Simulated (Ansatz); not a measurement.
The same path of CH5FO2Zn (10 atoms, charge 0, multiplicity 1) was run twice with different band settings. Made: O2–H5.

Theory: Ansatz 0.2.0, RKS B3LYP-D4/def2-SVP.

Relaxed end points:

```xyz
10
Properties=species:S:1:pos:R:3
Zn -1.057 -0.042 0.687
O 0.721 0.112 0.149
C 1.433 -0.576 -0.846
O -2.626 -0.696 1.223
H 0.317 1.468 0.224
F -0.476 2.050 0.508
H 2.488 -0.248 -0.846
H 1.030 -0.402 -1.864
H 1.429 -1.667 -0.666
H -3.261 0.002 1.432
```

```xyz
10
Properties=species:S:1:pos:R:3
Zn -1.250 0.613 0.765
O 0.792 0.211 0.277
C 1.326 -0.565 -0.787
O -2.294 -0.801 1.093
H 0.855 1.175 0.102
F -0.626 2.280 0.428
H 2.420 -0.444 -0.852
H 0.877 -0.299 -1.760
H 1.102 -1.620 -0.574
H -3.202 -0.549 1.308
```

Common settings: movable images 5; climbing image yes; optimiser quadratic models (default); start path through a guess of the saddle point; force threshold 0.05 eV/Å; iteration limit 60; end points relaxed.

| run | spring |
| --- | --- |
| 1 | 5.0 eV/Å² |
| 2 | 0.1 eV/Å² |

(1) What does each run give, and how far can it be trusted?

## Answers

(1) Run 1: converged after 11 iterations, highest image 0.002 eV above the first end. The top lies less than 8 meV above the higher end, about what the thresholds resolve: that end is a shoulder or a very shallow well. A vibrational analysis at the climbing image gives one clearly imaginary mode, 178i cm⁻¹: a first-order saddle point.
Run 2: converged after 13 iterations, highest image 0.002 eV above the first end. The top lies less than 8 meV above the higher end, about what the thresholds resolve: that end is a shoulder or a very shallow well. Another band between the same ends (5 images) ends at a top of the same energy, where a vibrational analysis finds 1 clearly imaginary mode.
